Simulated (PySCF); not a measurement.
**UHF on Ti²⁺ (titanium, charge +2)**

Configuration: [Ar] 3d2, high-spin 3F determinant. Computed with PySCF 2.14 in jorge-DZP-DKH (8s6p2d1f, 43 functions), with the spin-free X2C one-electron Hamiltonian (Gaussian nucleus).

```json
{
  "Total energy": "-852.038906 hartree",
  "One-electron energy": "-1155.9203 hartree",
  "Hartree (Coulomb) energy": "345.0199 hartree",
  "Exchange energy": "-41.1385 hartree",
  "⟨S²⟩": "2.0019",
  "⟨L²⟩": "12.027",
  "Sum of ⟨r⟩": "13.86 bohr",
  "Sum of ⟨r²⟩": "16.48 bohr²",
  "Langevin diamagnetic susceptibility": "-13.1 ×10⁻⁶ cm³/mol",
  "Time after the integrals": "0.14 s of wall time on 1 thread of Neoverse-V1 (shared host)"
}
```

```csv
shell,electrons,mean orbital energy (eV),"rms radius, mean of both spins (bohr)"
1s β,1,-5033.9,0.0804
1s α,1,-5033.9,0.0804
2s α,1,-605.36,0.351
2s β,1,-604.44,0.351
2p α,3,-501.27,0.320
2p β,3,-500.36,0.320
3s α,1,-96.495,1.08
3s β,1,-92.909,1.08
3p α,3,-66.987,1.18
3p β,3,-62.554,1.18
3d α,2,-27.794,1.57
```

Densities and radii are taken from the X2C orbitals without a picture-change correction, which distorts them close to the nucleus.
